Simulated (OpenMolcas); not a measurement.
# O V: from CASSCF to CASPT2

```json
{
 "Program": "OpenMolcas",
 "Basis": "ANO-RCC-VTZP [4s3p2d1f]",
 "Scalar Hamiltonian": "DKH2, point nucleus",
 "Active space": "2 electrons in 4 orbitals (2s 2p)",
 "State averaging": "2S+1 = 3 even, 3 roots; 2S+1 = 1 even, 7 roots; 2S+1 = 3 odd, 3 roots; 2S+1 = 1 odd, 3 roots",
 "Spin-orbit coupling": "state interaction with AMFI integrals over the reference wave functions, term energies averaged over their components"
}
```

Methods on the same reference wave functions:
A. CASSCF
B. SS-CASPT2, IPEA 0.25 Eh, imaginary shift 0.1 Eh (closed shells correlated: 1s)
C. MS-CASPT2, IPEA 0.25 Eh, imaginary shift 0.1 Eh (closed shells correlated: 1s)
D. XMS-CASPT2, IPEA 0.25 Eh, imaginary shift 0.1 Eh (closed shells correlated: 1s)

Energies in eV above 2s2 1S0, the measured ground level; measured values from Moore, Selected Tables of Atomic Spectra, NSRDS-NBS 3, section 9.

```json
{"Level": "2s2 1S0", "A": "0.0000", "B": "0.0000", "C": "0.0000", "D": "0.0000", "Measured": "0.0000"}
{"Level": "2s 2p 3P* 0", "A": "10.2632", "B": "10.172", "C": "10.173", "D": "10.178", "Measured": "10.1596"}
{"Level": "2s 2p 3P* 1", "A": "10.2815", "B": "10.190", "C": "10.191", "D": "10.196", "Measured": "10.1764"}
{"Level": "2s 2p 3P* 2", "A": "10.3182", "B": "10.227", "C": "10.228", "D": "10.233", "Measured": "10.2145"}
{"Level": "2s 2p 1P* 1", "A": "21.1961", "B": "20.062", "C": "20.064", "D": "19.999", "Measured": "19.6884"}
{"Level": "2p2 3P0", "A": "26.7375", "B": "26.566", "C": "26.567", "D": "26.572", "Measured": "26.4660"}
{"Level": "2p2 3P1", "A": "26.7558", "B": "26.584", "C": "26.586", "D": "26.590", "Measured": "26.4853"}
{"Level": "2p2 3P2", "A": "26.7916", "B": "26.620", "C": "26.621", "D": "26.626", "Measured": "26.5186"}
{"Level": "2p2 1D2", "A": "30.0441", "B": "29.019", "C": "29.020", "D": "28.877", "Measured": "28.7298"}
{"Level": "2p2 1S0", "A": "37.4644", "B": "36.182", "C": "36.184", "D": "36.181", "Measured": "35.6963"}
```

Deviations, from unrounded energies. A percentage is the sum of absolute deviations over the sum of measured energies, with the sign that they share, or ± where signs differ.

```json
{"Against measurement": "mean absolute deviation (cm-1)", "Levels": "9", "A": "5100", "B": "1300", "C": "1300", "D": "1200"}
{"Against measurement": "other configurations (%)", "Levels": "9", "A": "+2.9", "B": "+0.8", "C": "+0.8", "D": "+0.7"}
```

D lies closest to measurement on these levels and A furthest from it. The largest miss of D in the table is 2p2 1S0, by +3900 cm-1. The ranking rests on the paired levels alone, and a cruder setting can come out closer through cancelling errors.

Among B to D the level of the table that moves most is 2p2 1D2, by 1200 cm-1 (lowest in D, highest in C).

The lowest spin-free term lies below A's lowest term by 0.006 hartree in B, 0.006 hartree in C, 0.007 hartree in D.

Measured partners are found by configuration, term and J. A level has none where our copy of the source lacks it or the pairing is in doubt (some pairs that miss far off the trend of their configuration count as doubtful), and it then counts in no deviation. Only configurations of the active space appear.

* marks odd parity.
